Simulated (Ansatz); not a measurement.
`[BH2][AlH][O]C` + `B[O][GeH3]` → `C[O][AlH][GeH3]` + `BOB`  (redistribution)

Calculated with Ansatz (gas phase, PBE0-D4/def2-TZVP geometries, no zero-point term in ΔE). CBS: MP2 limit from def2 TZ/QZ plus the TZ coupled-cluster correction, frozen cores. This one scheme is used for every species. DFT in def2-TZVPP. For Ge outer-core shells are correlated without core-valence functions, which leaves a few kJ/mol of doubt a bond. Scalar relativity is left out up to krypton. One conformer a species, not always the lowest.

Question: Is it downhill or uphill in electronic energy at CCSD(T)/CBS, and by how much? (Best estimate.)

Answer: Ansatz gave: Downhill: ΔE = -1.59 eV.

Question: What do these levels give: PBE-D4, r2SCAN-D4, PBE0-D4, ωB97X-V, ωB97M-V, B2PLYP, r2SCAN, PBE0, MP2/def2-TZVPP, SCS-MP2/def2-QZVPP, HF/CBS(def2), CCSD/CBS(def2)? (Best estimate.)

Answer: Ansatz gave: PBE-D4 -1.61, r2SCAN-D4 -1.61, PBE0-D4 -1.62, ωB97X-V -1.52, ωB97M-V -1.59, B2PLYP -1.57, r2SCAN -1.61, PBE0 -1.62, MP2/def2-TZVPP -1.57, SCS-MP2/def2-QZVPP -1.53, HF/CBS(def2) -1.50, CCSD/CBS(def2) -1.58 eV.

Largest T1 diagnostic among the species: 0.013.
